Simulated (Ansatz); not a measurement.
`C[CH2][GaH][Cl]` + `[SiH3][SeH]` → `[SiH3][Se][GaH][Cl]` + `CC` at 400 K and 1 bar (ligand exchange at a Ga–C bond).

Isolated molecules relaxed with PBE0-D4/def2-TZVP in Ansatz; ΔE leaves out vibrations. CCSD(T)/CBS adds triple-zeta CCSD(T) − MP2 to the extrapolated MP2 energy (def2 sets, frozen cores). This one scheme is used for every species. For Ga, Se outer-core shells are correlated without core-valence functions, which leaves a few kJ/mol of doubt a bond. Scalar relativity is left out up to krypton. Each species was taken in one conformer, which may not be the lowest.

```csv
species,CCSD(T)/CBS energy (Eh),H − E (kJ/mol),S (J/(mol·K))
`C[CH2][GaH][Cl]`,-2463.48892,221.8,383.9
`[SiH3][SeH]`,-2692.20088,107.1,307.6
`[SiH3][Se][GaH][Cl]`,-5076.01837,126.0,429.5
`CC`,-79.71954,213.5,244.3
```

H − E and S are ideal-gas, rigid-rotor, harmonic terms from PBE0-D4/def2-TZVP, for one conformer and one mirror image of each species. 1 Eh = 2625.50 kJ/mol, R = 8.31446 J/(mol·K).

Question: By hand: ΔE, ΔH, ΔS and ΔG.

Answer: ΔE = (-5076.01837) + (-79.71954) − (-2463.48892) − (-2692.20088) = -0.04811 Eh = -126.3 kJ/mol. Δ(H − E) = 126.0 + 213.5 − 221.8 − 107.1 = 10.6, so ΔH = -115.7 kJ/mol. ΔS = 429.5 + 244.3 − 383.9 − 307.6 = -17.7 J/(mol·K). ΔG = -115.7 − 400 × (-17.7)/1000 = -108.6 kJ/mol.

Question: By hand: the equilibrium constant, and the temperature at which ΔG would vanish if ΔH and ΔS stayed fixed.

Answer: log₁₀ K = −ΔG/(RT ln 10) = 14.2. ΔG = 0 at ΔH/ΔS = 6537 K, far beyond where these terms or the molecules hold.

ΔH outweighs TΔS. A doubt of 5 kJ/mol in ΔE shifts log₁₀ K by 0.7 here. Other conformers and mirror images would add mixing entropy, several J/(mol·K) or more a flexible species. Modes under 60 cm⁻¹, often nearly free rotors, make the harmonic entropy too high. These are equilibria of isolated gas molecules and say nothing of rates. Largest T1 diagnostic: 0.011 (customary marks: 0.02 for closed shells, 0.045 for open ones).
